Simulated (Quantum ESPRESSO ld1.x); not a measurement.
Results of a calculation; reference values are marked as such.
Task: These are the eigenvalues of the occupied orbitals of an atom or ion with whole-number occupations (eV). Level of theory: Dirac Kohn-Sham, relativistic LDA (MacDonald-Vosko exchange, VWN5 correlation), spin-unpolarised, spherical densities, point nucleus (ld1.x of Quantum ESPRESSO 7.5).

1s1/2: -86162.8
2s1/2: -16416.1
2p1/2: -15816.5
2p3/2: -13780.3
3s1/2: -4907.87
3p1/2: -4638.63
3p3/2: -4180.88
3d3/2: -3737.79
3d5/2: -3639.60
4s1/2: -1984.70
4p1/2: -1867.58
4p3/2: -1735.09
4d3/2: -1545.27
4d5/2: -1518.04
4f5/2: -1284.74
4f7/2: -1277.23
7f5/2: -357.193
7f7/2: -356.247

Which element is it, and in what charge state? The configuration may be excited. Open shells, if any, are shared by 2j + 1.

Result: Z = 81, thallium, charge +33: Tl33+ in [Kr] 4d10 4f1 7f1. The list shows which subshells hold electrons but not how many an open one holds; the 1s level, -3166.4 hartree, gives Z - s = 79.6 by -(Z - s)^2/2, which with screening and relativity narrows Z to a few neighbours, and the depths of the outer levels then fix element, charge and occupations together.
